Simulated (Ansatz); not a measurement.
Basis-set extrapolation for `B[SiH2]C(B)F` (PBE0-D4/def2-TZVP geometry, frozen core, Ansatz 0.2.0). Multiplicity 1, RHF reference.

```json
{"": "HF", "def2-TZVPP": "-479.686539", "def2-QZVPP": "-479.703901"}
{"": "MP2 correlation", "def2-TZVPP": "-0.756765", "def2-QZVPP": "-0.813643"}
{"": "CCSD(T) correlation", "def2-TZVPP": "-0.842693", "def2-QZVPP": "not run"}
```

Energies in hartree. Use E(X) = E(∞) + A·exp(−7.88·√X) for Hartree–Fock and E(X) = E(∞) + B·X^(−2.97) for correlation, with X = 3 and 4, and add CCSD(T) minus MP2 of the smaller set to the MP2 limit.

**Question.** What is the CCSD(T) energy at the basis-set limit?

**Answer.** HF limit: -479.703901 + (-0.017362) × 0.13774 = -479.70629. MP2 limit: -0.813643 + (-0.056878) × 0.74074 = -0.85577. Higher-order term: -0.842693 − (-0.756765) = -0.08593. Total: -480.64799 hartree, 74.5 kcal/mol below CCSD(T)/def2-TZVPP.
